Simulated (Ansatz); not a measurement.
Computed with Ansatz on PBE0-D4/def2-TZVP structures; ΔE is electronic, products minus reactants. CBS: MP2 limit from def2 TZ/QZ plus the TZ coupled-cluster correction, frozen cores. This one scheme is used for every species. Functionals use def2-TZVPP. One conformer a species, not always the lowest.

`C[SiH](Cl)Cl` + `S[SiH2]Cl` → `C[SiH](Cl)S[SiH2]Cl` + HCl  (ligand exchange at the Si–Cl bond)

`C[SiH](Cl)Cl`:

```xyz
8

C    -0.767   -0.601    0.339
Si    0.688    0.399   -0.201
Cl    0.469    2.339    0.423
Cl    0.827    0.376   -2.246
H    -0.656   -1.636    0.005
H    -0.847   -0.590    1.429
H    -1.688   -0.195   -0.083
H     1.974   -0.093    0.333
```

`S[SiH2]Cl`:

```xyz
6

S    -0.827   -1.490    0.052
Si   -0.055    0.471   -0.179
Cl    1.861    0.495   -0.919
H    -0.021   -1.794    1.085
H    -0.014    1.185    1.116
H    -0.944    1.133   -1.156
```

`C[SiH](Cl)S[SiH2]Cl`:

Z-matrix (Å, degrees):
```
C
Si 1 1.852
H 1 1.092 2 110.0
H 1 1.093 2 110.1 3 -119.7
H 1 1.092 2 110.7 3 120.1
Cl 2 2.059 1 110.0 3 -60.3
S 2 2.138 1 107.0 3 179.4
H 2 1.478 1 112.9 3 58.1
Si 7 2.125 2 101.4 1 170.9
Cl 9 2.052 7 112.2 2 54.8
H 9 1.476 7 111.7 2 -65.4
H 9 1.478 7 105.4 2 172.9
```

HCl:

Cartesian coordinates in Å:
```
Cl 0.321 0.137 0.536
H -0.321 -0.137 -0.536
```

Problem. Is it downhill or uphill in electronic energy at CCSD(T)/CBS, and by how much? (Estimate.)

Solution. Ansatz gave: Uphill: ΔE = +0.31 eV.

Problem. What do these levels give: ωB97X-V, r2SCAN, MP2/def2-TZVPP, SCS-MP2/def2-TZVPP, HF/CBS(def2), MP2/CBS(def2)? (An estimate is asked.)

Solution. The calculation gave: ωB97X-V 0.35, r2SCAN 0.37, MP2/def2-TZVPP 0.29, SCS-MP2/def2-TZVPP 0.34, HF/CBS(def2) 0.54, MP2/CBS(def2) 0.28 eV.

Largest T1 diagnostic among the species: 0.010.

In def2-TZVPP, CCSD(T) changes the Hartree–Fock value by −0.22 eV (the triples alone add −0.04 eV) and MP2 by −0.24 eV. The D4 term adds −0.16 eV with B3LYP and −0.09 eV with PBE0; it sums over pairs of atoms, weighted by their polarisabilities, and B3LYP, whose exchange is more repulsive, gets the larger term.

B3LYP here is the variant with VWN-RPA as its local correlation; programs differ in this.
